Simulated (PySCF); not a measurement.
## MCl anions for M along group 14

PBE with double-zeta basis sets in PySCF, for the lowest determinant that a PBE0 search found; no spin–orbit coupling. De refers to high-spin ground-configuration atoms (the charge goes to the atom of lower measured ionisation energy or higher electron affinity, which is not always the lowest computed limit). A positive dipole points towards Cl; it is taken about the centre of mass and depends on that origin.

| M | basis | charged atom | state (unpaired electrons) | Re (Å) | ωe (cm⁻¹) | De (eV) | μ (D) |
| --- | --- | --- | --- | --- | --- | --- | --- |
| C | aug-cc-pVDZ/aug-cc-pV(D+d)Z | Cl− | triplet (π ↑↑) | 1.862 | 515 | 2.26 | 4.02 |
| Si | def2-SVPD | Cl− | triplet (π ↑↑) | 2.316 | 332 | 1.94 | 1.98 |
| Ge | aug-cc-pVDZ-PP/aug-cc-pV(D+d)Z | Cl− | triplet (π ↑↑) | 2.396 | 266 | 1.93 | -0.67 |
| Sn | def2-SVPD | Cl− | triplet (π ↑↑) | 2.621 | 230 | 1.71 | -2.81 |
| Pb | def2-SVPD | Cl− | triplet (π ↑↑) | 2.721 | 208 | 1.57 | -4.65 |

Q: By what factor does the well depth vary along the series?

A: At PBE it runs from 1.57 eV (PbCl⁻) to 2.26 eV (CCl⁻), a factor of 1.44.

The rows differ in basis set, which adds steps of its own.

Down a group the atoms grow and get heavier, so bonds lengthen and wavenumbers fall; this series shows no clear exception.

Spin–orbit coupling is left out, which matters for elements this heavy, above all for dissociation energies. For an ion De counts to the pair picked by the measured ionisation energies or electron affinities, which need not be the lowest pair at this level. The highest Kohn–Sham level is positive in some of these anions. Much of that is self-interaction error, but it also means that the finite basis helps to hold the extra electron. States were picked by a PBE0 search and need not be the measured ground states.
